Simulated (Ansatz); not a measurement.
C2H4BFO can be A, `C=C(F)BO`, or B, `OC1(F)BC1`.

Isolated molecules relaxed with PBE0-D4/def2-TZVP in Ansatz; ΔE leaves out vibrations. CBS: MP2 limit from def2 TZ/QZ plus the TZ coupled-cluster correction, frozen cores. DFT in def2-TZVPP. B3LYP here is the variant with VWN-RPA as its local correlation; programs differ in this. One conformer a species, not always the lowest.

Which isomer does CCSD(T)/CBS put lower? Give the gap. (Estimate.)

The calculation gave: A, by 69.6 kcal/mol.

Give E(B) − E(A) in kcal/mol with PBE0-D4, B3LYP, ωB97M-V, MP2/def2-TZVPP, PBE-D4, BLYP-D4, CCSD(T)/def2-SVP. (Best estimate.)

Computed: PBE0-D4 64.1, B3LYP 70.1, ωB97M-V 66.6, MP2/def2-TZVPP 69.4, PBE-D4 64.8, BLYP-D4 71.1, CCSD(T)/def2-SVP 70.7. None reverses the order clearly.

Does the order hold for the free energy at 298.15 K (harmonic terms from PBE0-D4)? (Best estimate.)

The calculation gave: Yes: G(B) − G(A) = +68.2 kcal/mol, for one conformer each.

Largest T1 diagnostic: 0.014.

In def2-TZVPP, CCSD(T) changes the Hartree–Fock value by −1.7 kcal/mol (the triples alone add +0.5 kcal/mol) and MP2 by −2.3 kcal/mol. At CCSD(T), def2-SVP lies +1.1 kcal/mol from the extrapolated value and def2-TZVPP +0.4 kcal/mol.
